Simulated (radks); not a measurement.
Problem. All-electron atom: Te III in [Kr] 4d10 5s2 5p2. Method: Dirac Kohn-Sham, PBEsol, spin-unpolarised, spherical densities, finite nucleus; open shells fill j = l - 1/2 first; Fermi nuclear charge, rms radius 4.7423 fm; computed with a radial shooting solver on a logarithmic mesh with Libxc functionals. Some entries of the table are withheld. Estimate them.

orbital,occ.,eigenvalue (eV),<1/r> (bohr^-1),<r^2> (bohr^2)
1s1/2,2,(1),55.55,0.001049
2s1/2,2,-4862.082,12.94,0.01689
2p1/2,2,-4557.446,12.92,0.01251
2p3/2,4,-4283.169,11.96,0.01380
3s1/2,2,-982.7097,4.600,0.1187
3p1/2,2,-857.3849,4.511,0.1134
3p3/2,4,-806.2698,4.273,0.1217
3d3/2,4,-584.9299,4.126,0.1030
3d5/2,6,-574.2365,4.065,0.1054
4s1/2,2,-183.0536,1.837,0.6611
4p1/2,2,-139.9576,1.724,(2)
4p3/2,4,-130.2095,1.647,(3)
4d3/2,4,-61.4143,1.384,1.087
4d5/2,6,-59.9380,1.364,1.114
5s1/2,2,-32.5454,0.6591,4.392
5p1/2,2,-22.8969,0.5634,5.904
5p3/2,0,-21.8191,0.5416,6.324
6s1/2,0,-10.2220,0.2825,23.24

Solution. 
(1) 1s1/2 eigenvalue (eV): -31607.81
(2) 4p1/2 <r^2> (bohr^2): 0.7327
(3) 4p3/2 <r^2> (bohr^2): 0.7862
